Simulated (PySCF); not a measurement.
Isomers of C7H14Si2. Theory: PBE0-D3(BJ)/def2-SVP geometry optimisation, gas phase in PySCF 2.14.0. Energies are electronic, without zero-point or thermal terms, for one conformer each. No frequencies were run at this level. Point groups hold within 0.08 Å.

Question: Order them by energy at this level, lowest first, and give relative energies in kcal/mol.
A. `[CH:1]#[C:2][C@@H:3]([CH2:4][SiH3:5])[CH2:6][SiH2:7][CH:8]=[CH2:9]` with C2–C3–C4–Si5 -53°, C2–C3–C6–Si7 175°, C3–C6–Si7–C8 -165°, C6–Si7–C8–C9 117°
B. `[SiH3:1][C:2]#[C:3][SiH2:4][CH:5]1[CH2:6][CH2:7][CH2:8][CH2:9]1` with C3–Si4–C5–C6 -60°, Si4–C5–C6–C7 166°, C5–C6–C7–C8 -40°, C6–C7–C8–C9 23°, C7–C8–C9–C5 2°
C. `[CH3:1][CH2:2][CH2:3][C:4]1=[CH:5][SiH2:6][CH:7]=[CH:8][SiH2:9]1` with C1–C2–C3–C4 61°, C2–C3–C4–C5 -122°

Answer: C (0.0), B (14.1), A (51.5).

As drawn, the highest has a C≡C bond, which the lowest lacks.

```csv
SMILES,E (Eh),E rel (kcal/mol),dipole (D),point group,"A, B, C (MHz)"
CCCC1=C[SiH2]C=C[SiH2]1,-853.19154,0.0,0.56,C1,"1885, 748.7, 617.0"
[SiH3]C#C[SiH2]C1CCCC1,-853.16907,14.1,1.07,C1,"1696, 534.1, 459.7"
C#C[C@@H](C[SiH3])C[SiH2]C=C,-853.10953,51.5,1.39,C1,"2110, 466.4, 398.2"
```

As an exercise, what shares would exp(−E/RT) give at 2000 K from these electronic energies alone (no entropy, no degeneracies)?

RT = 3.974 kcal/mol: CCCC1=C[SiH2]C=C[SiH2]1 97.2 %, [SiH3]C#C[SiH2]C1CCCC1 2.8 %, C#C[C@@H](C[SiH3])C[SiH2]C=C under 0.1 %.
